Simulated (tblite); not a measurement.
A geometry optimisation, step by step.

Species: C3H7BrSi2.
Numbering: `[CH:1]#[C:2][Si@H:3]([Br:4])[SiH2:5][CH3:6]` (hydrogens: H7 on C1; H8 on Si3; H9, H10 on Si5; H11, H12, H13 on C6)

Computed with GFN2-xTB (tblite), gas phase: L-BFGS steps from a force-field or distance-geometry start until the largest atomic force falls under 0.01 eV/Å. 12 of its 41 geometries are shown.

Step 0: E = -475.7042 eV, largest atomic force 1.811 eV/Å
```
atom  x, y, z in Å  |  force x, y, z in eV/Å
C1     -2.871   -0.473   -1.065   -1.187  -0.922  -0.696
C2     -2.039    0.239   -0.592    1.166   1.222   0.653
Si3    -0.709    1.336    0.163   -0.655  -0.425   0.538
Br4     0.151    2.571   -1.484   -0.070   0.152  -0.138
Si5     0.927    0.048    1.145   -0.107   0.479   0.927
C6      1.660   -1.080   -0.130    0.589  -0.727  -0.536
H7     -3.631   -1.088   -1.499    0.457   0.303   0.260
H8     -1.315    2.264    1.167    0.051  -0.171  -0.602
H9      0.368   -0.759    2.256    0.055   0.184  -0.194
H10     1.989    0.914    1.720   -0.187  -0.165  -0.094
H11     2.117   -0.520   -0.951   -0.079  -0.180   0.126
H12     0.907   -1.751   -0.553    0.177   0.109   0.024
H13     2.440   -1.703    0.327   -0.209   0.140  -0.269
```

Step 4: E = -475.7877 eV, largest atomic force 0.385 eV/Å
```
atom  x, y, z in Å  |  force x, y, z in eV/Å
C1     -2.869   -0.464   -1.065   -0.241  -0.156  -0.141
C2     -2.038    0.261   -0.591    0.172   0.313   0.145
Si3    -0.734    1.311    0.194    0.202  -0.059  -0.036
Br4     0.138    2.575   -1.483   -0.179  -0.091   0.152
Si5     0.933    0.055    1.170    0.023  -0.049  -0.021
C6      1.670   -1.091   -0.134    0.118  -0.125  -0.061
H7     -3.612   -1.078   -1.489    0.046  -0.003   0.001
H8     -1.322    2.263    1.125   -0.209   0.179  -0.124
H9      0.368   -0.751    2.253   -0.042  -0.007   0.088
H10     1.985    0.910    1.720    0.065   0.052   0.062
H11     2.118   -0.530   -0.952   -0.008  -0.055   0.032
H12     0.915   -1.751   -0.557    0.059   0.024   0.013
H13     2.445   -1.710    0.313   -0.004  -0.023  -0.111
```

Step 7: E = -475.8145 eV, largest atomic force 0.296 eV/Å
```
atom  x, y, z in Å  |  force x, y, z in eV/Å
C1     -2.865   -0.446   -1.065    0.043   0.043   0.034
C2     -2.050    0.297   -0.587   -0.088  -0.097   0.007
Si3    -0.725    1.287    0.219    0.078   0.284  -0.033
Br4     0.098    2.564   -1.459   -0.023  -0.023   0.005
Si5     0.950    0.043    1.180    0.078  -0.077   0.048
C6      1.682   -1.101   -0.133    0.077  -0.095  -0.085
H7     -3.592   -1.074   -1.484   -0.112  -0.072  -0.099
H8     -1.361    2.288    1.067   -0.120   0.076   0.012
H9      0.360   -0.745    2.265    0.006  -0.021   0.060
H10     1.992    0.915    1.730    0.031  -0.001   0.029
H11     2.122   -0.543   -0.955    0.030   0.061  -0.011
H12     0.926   -1.754   -0.562   -0.044  -0.031   0.025
H13     2.459   -1.730    0.287    0.044  -0.046   0.008
```

Step 11: E = -475.8234 eV, largest atomic force 0.103 eV/Å
```
atom  x, y, z in Å  |  force x, y, z in eV/Å
C1     -2.868   -0.443   -1.065   -0.035  -0.029  -0.013
C2     -2.054    0.297   -0.578    0.057  -0.003   0.072
Si3    -0.722    1.306    0.224   -0.055  -0.084   0.024
Br4     0.089    2.564   -1.461    0.021   0.037  -0.065
Si5     0.960    0.032    1.184   -0.057   0.040  -0.052
C6      1.692   -1.111   -0.139   -0.006   0.017   0.041
H7     -3.595   -1.075   -1.492    0.045   0.066   0.002
H8     -1.389    2.307    1.054   -0.056   0.040   0.000
H9      0.361   -0.746    2.276    0.039   0.002  -0.005
H10     1.998    0.913    1.737    0.009  -0.046   0.007
H11     2.128   -0.540   -0.957   -0.005  -0.039   0.030
H12     0.925   -1.759   -0.560    0.048   0.007   0.007
H13     2.471   -1.743    0.280   -0.004  -0.006  -0.046
```

Step 15: E = -475.8267 eV, largest atomic force 0.070 eV/Å
```
atom  x, y, z in Å  |  force x, y, z in eV/Å
C1     -2.867   -0.440   -1.063    0.028   0.020   0.018
C2     -2.053    0.291   -0.564   -0.006  -0.033   0.013
Si3    -0.730    1.310    0.233    0.025   0.063  -0.013
Br4     0.085    2.568   -1.470   -0.032  -0.046   0.042
Si5     0.958    0.033    1.181    0.001   0.008   0.012
C6      1.696   -1.115   -0.136   -0.011   0.005  -0.003
H7     -3.591   -1.066   -1.499   -0.016   0.008  -0.026
H8     -1.413    2.321    1.043    0.003  -0.018  -0.026
H9      0.369   -0.746    2.280    0.018   0.003  -0.022
H10     2.002    0.903    1.741   -0.001  -0.024  -0.011
H11     2.131   -0.545   -0.954    0.002   0.004  -0.007
H12     0.931   -1.762   -0.559   -0.006  -0.010  -0.010
H13     2.477   -1.752    0.269   -0.004   0.019   0.032
```

Step 18: E = -475.8275 eV, largest atomic force 0.047 eV/Å
```
atom  x, y, z in Å  |  force x, y, z in eV/Å
C1     -2.866   -0.439   -1.061   -0.001  -0.001  -0.004
C2     -2.050    0.286   -0.556    0.011  -0.004   0.012
Si3    -0.730    1.315    0.233   -0.014  -0.034   0.021
Br4     0.081    2.564   -1.469   -0.005   0.000  -0.019
Si5     0.956    0.035    1.180    0.015  -0.009  -0.003
C6      1.695   -1.114   -0.135   -0.003  -0.003  -0.020
H7     -3.592   -1.061   -1.503    0.010   0.023  -0.003
H8     -1.419    2.323    1.039   -0.005   0.006  -0.004
H9      0.374   -0.746    2.277   -0.009  -0.010   0.002
H10     2.003    0.897    1.740    0.020   0.007  -0.002
H11     2.131   -0.546   -0.953    0.004   0.016  -0.015
H12     0.933   -1.764   -0.559   -0.017  -0.010  -0.006
H13     2.477   -1.750    0.271   -0.006   0.020   0.042
```

Step 22: E = -475.8283 eV, largest atomic force 0.021 eV/Å
```
atom  x, y, z in Å  |  force x, y, z in eV/Å
C1     -2.864   -0.437   -1.060   -0.003   0.000  -0.008
C2     -2.047    0.280   -0.547   -0.004  -0.002  -0.002
Si3    -0.731    1.314    0.239    0.013   0.001   0.012
Br4     0.075    2.558   -1.471   -0.005  -0.007  -0.012
Si5     0.958    0.035    1.179    0.007  -0.001   0.012
C6      1.694   -1.114   -0.138   -0.003   0.011   0.010
H7     -3.590   -1.051   -1.510   -0.012  -0.004  -0.012
H8     -1.427    2.327    1.032    0.000   0.006   0.013
H9      0.377   -0.748    2.276   -0.007  -0.007   0.001
H10     2.010    0.892    1.739    0.010   0.005  -0.006
H11     2.132   -0.545   -0.955   -0.004  -0.019   0.002
H12     0.933   -1.767   -0.561    0.019   0.009   0.003
H13     2.475   -1.744    0.281   -0.012   0.007  -0.013
```

Step 25: E = -475.8285 eV, largest atomic force 0.017 eV/Å
```
atom  x, y, z in Å  |  force x, y, z in eV/Å
C1     -2.864   -0.437   -1.061    0.002   0.006  -0.003
C2     -2.046    0.279   -0.546   -0.004  -0.002  -0.002
Si3    -0.730    1.314    0.240   -0.013   0.008  -0.007
Br4     0.073    2.556   -1.473   -0.009  -0.014   0.002
Si5     0.959    0.035    1.180   -0.002   0.009   0.013
C6      1.693   -1.113   -0.138    0.002   0.001   0.004
H7     -3.591   -1.050   -1.512    0.002   0.005  -0.005
H8     -1.427    2.327    1.034    0.008  -0.005   0.003
H9      0.376   -0.750    2.275   -0.001  -0.003   0.001
H10     2.012    0.892    1.738    0.007   0.002  -0.002
H11     2.132   -0.546   -0.956    0.004   0.005  -0.006
H12     0.934   -1.766   -0.561   -0.008  -0.002   0.002
H13     2.473   -1.742    0.282    0.013  -0.010   0.000
```

Step 29: E = -475.8286 eV, largest atomic force 0.018 eV/Å
```
atom  x, y, z in Å  |  force x, y, z in eV/Å
C1     -2.864   -0.435   -1.063   -0.004   0.001  -0.004
C2     -2.047    0.278   -0.544   -0.003   0.005   0.002
Si3    -0.731    1.314    0.242    0.006  -0.012   0.006
Br4     0.069    2.551   -1.475   -0.003  -0.004  -0.007
Si5     0.960    0.037    1.183    0.004  -0.007  -0.016
C6      1.694   -1.112   -0.137    0.004  -0.005  -0.001
H7     -3.591   -1.047   -1.516    0.000   0.002  -0.007
H8     -1.427    2.328    1.035    0.002   0.000   0.006
H9      0.376   -0.752    2.276    0.007   0.007  -0.001
H10     2.016    0.892    1.737   -0.005  -0.002   0.001
H11     2.132   -0.547   -0.957   -0.004   0.004   0.013
H12     0.935   -1.766   -0.560   -0.002   0.008   0.012
H13     2.474   -1.742    0.282   -0.001   0.003  -0.004
```

Step 33: E = -475.8288 eV, largest atomic force 0.020 eV/Å
```
atom  x, y, z in Å  |  force x, y, z in eV/Å
C1     -2.865   -0.432   -1.067    0.001   0.003   0.003
C2     -2.049    0.277   -0.541   -0.011  -0.004   0.003
Si3    -0.733    1.311    0.245    0.006   0.008   0.002
Br4     0.062    2.542   -1.480    0.000   0.001  -0.002
Si5     0.962    0.038    1.183    0.010  -0.004   0.017
C6      1.696   -1.111   -0.135   -0.005   0.005   0.002
H7     -3.592   -1.042   -1.523   -0.006  -0.001  -0.010
H8     -1.424    2.328    1.039    0.005  -0.008  -0.003
H9      0.378   -0.752    2.275    0.010   0.010   0.000
H10     2.020    0.893    1.736   -0.013  -0.001   0.002
H11     2.132   -0.545   -0.955    0.001   0.002  -0.007
H12     0.933   -1.763   -0.555    0.002  -0.009  -0.007
H13     2.477   -1.742    0.281    0.001  -0.003   0.002
```

Step 36: E = -475.8289 eV, largest atomic force 0.017 eV/Å
```
atom  x, y, z in Å  |  force x, y, z in eV/Å
C1     -2.866   -0.431   -1.068   -0.005  -0.002  -0.001
C2     -2.050    0.277   -0.540    0.001   0.002   0.007
Si3    -0.732    1.310    0.246   -0.004  -0.011  -0.009
Br4     0.060    2.539   -1.481    0.001   0.001  -0.001
Si5     0.963    0.037    1.184   -0.008   0.004  -0.009
C6      1.696   -1.111   -0.135    0.002  -0.005  -0.005
H7     -3.592   -1.040   -1.527    0.004   0.008  -0.002
H8     -1.423    2.327    1.040    0.003  -0.002   0.001
H9      0.380   -0.751    2.276    0.001  -0.003   0.017
H10     2.020    0.893    1.736    0.005   0.011   0.010
H11     2.131   -0.545   -0.955   -0.003  -0.004  -0.001
H12     0.933   -1.763   -0.554    0.006  -0.003  -0.005
H13     2.477   -1.742    0.281   -0.003   0.002  -0.002
```

Step 40: E = -475.8290 eV, largest atomic force 0.006 eV/Å
```
atom  x, y, z in Å  |  force x, y, z in eV/Å
C1     -2.869   -0.429   -1.071   -0.001   0.001  -0.003
C2     -2.056    0.276   -0.534    0.004  -0.003  -0.003
Si3    -0.733    1.306    0.247   -0.002  -0.001   0.002
Br4     0.054    2.532   -1.486    0.001  -0.001   0.003
Si5     0.966    0.038    1.185   -0.001  -0.004  -0.004
C6      1.696   -1.111   -0.134    0.001  -0.003   0.000
H7     -3.593   -1.034   -1.537   -0.004   0.002   0.001
H8     -1.419    2.324    1.043    0.001   0.004   0.000
H9      0.386   -0.748    2.282    0.002  -0.001   0.005
H10     2.020    0.896    1.739   -0.002   0.002  -0.003
H11     2.130   -0.544   -0.955   -0.001  -0.005   0.003
H12     0.934   -1.764   -0.553    0.000   0.003   0.000
H13     2.478   -1.742    0.280    0.004   0.005  -0.001
```

Task: Summarise the path.

Result: The energy falls by 2.88 kcal/mol from step 0 to step 40; nine tenths of that is first reached at step 8. It rises by more than 0.2 meV at step 1. The largest force goes from 1.811 to 0.006 eV/Å. Among the bonds Si5–C6 changes most, from 1.852 to 1.896 Å; the atoms move by 0.077 Å rms after alignment.

Task: Follow the three bonds and two angles with the largest change from start to end.

Result: 
```
step  E above end (kcal/mol)  largest force (eV/Å)  Si5–C6 (Å)  Si3–Br4 (Å)  C2–Si3 (Å)  Si5–Si3–H8 (°)  Br4–Si3–H8 (°)
   0                    2.88                 1.811       1.852        2.231       1.882           110.4           108.0
   2                    1.48                 0.387       1.892        2.254       1.862           110.7           107.1
   3                    1.28                 0.335       1.890        2.260       1.860           111.0           106.6
   5                    0.77                 0.300       1.886        2.277       1.843           113.1           104.3
   7                    0.34                 0.296       1.889        2.263       1.840           116.5           101.6
   9                    0.20                 0.139       1.893        2.249       1.849           117.6           101.6
  10                    0.17                 0.130       1.894        2.250       1.852           117.8           101.8
  12                    0.10                 0.097       1.897        2.261       1.852           118.7           101.8
  14                    0.06                 0.075       1.897        2.269       1.850           119.4           101.5
  16                    0.04                 0.052       1.896        2.266       1.850           119.7           101.6
  17                    0.04                 0.054       1.896        2.263       1.850           119.7           101.7
  19                    0.03                 0.062       1.897        2.259       1.851           120.0           101.7
  21                    0.02                 0.037       1.897        2.261       1.849           120.4           101.6
  23                    0.01                 0.023       1.896        2.263       1.849           120.6           101.4
  24                    0.01                 0.023       1.896        2.264       1.849           120.6           101.5
  26                    0.01                 0.016       1.896        2.263       1.850           120.6           101.5
  28                    0.01                 0.018       1.897        2.263       1.850           120.6           101.6
  30                    0.01                 0.017       1.897        2.262       1.849           120.6           101.6
  31                    0.01                 0.021       1.897        2.262       1.849           120.5           101.6
  33                    0.01                 0.020       1.896        2.263       1.849           120.5           101.6
  35                    0.00                 0.014       1.895        2.263       1.850           120.5           101.7
  37                    0.00                 0.024       1.896        2.263       1.850           120.4           101.7
  38                    0.00                 0.026       1.896        2.263       1.850           120.4           101.7
  40                    0.00                 0.006       1.896        2.263       1.850           120.2           101.7
```

The cost below is that of the whole relaxation. The run took 0.5 s of wall time on one thread, Arm Neoverse N1 (aarch64), shared host.
